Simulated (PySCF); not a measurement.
A GIAO shielding run with PySCF (density fitting, non-relativistic, gas phase) on SMILES O=S(CC)(=O)OC[SiH3], C$_{3}$H$_{10}$O$_{3}$SSi:

```
$ OMP_NUM_THREADS=1 python probes_run.py task.json out

{"job": {"kind": "nmr", "xc": "PBE0", "basis": "pcSseg-1"}, "charge": 0, "multiplicity": 1}
C     -2.769644    -0.142024    -0.968622
C     -1.979442    -0.095088     0.321235
S     -0.282124     0.356301    -0.089820
O     -0.226815     1.689376    -0.600503
O      0.323212    -0.670950    -0.893974
O      0.358531     0.291021     1.364024
C      1.780255     0.493617     1.370251
Si     2.709296    -0.551346     0.052601
H     -2.692652     0.817865    -1.474165
H     -3.818272    -0.360807    -0.777174
H     -2.358365    -0.907930    -1.621716
H     -2.333353     0.671027     1.003593
H     -1.925190    -1.056726     0.820674
H      2.087249     0.249628     2.388035
H      1.965340     1.559559     1.207767
H      2.322792    -1.955544     0.129234
H      2.745246     0.074687    -1.261323
H      4.085177    -0.456350     0.591568
```

Hardware: 1 thread of an Arm Neoverse V1, shared host. The job also computes population analyses, field gradients.

Q: How large is the calculation?

A: 82 electrons, 200 basis functions and 1086 auxiliary functions.

Q: How long does it take, and how much memory does it need?

A: 54 s of wall time, with 14 SCF cycles and 4 response iterations; peak memory 0.9 GiB. Times on a shared host scatter by some tens of per cent.
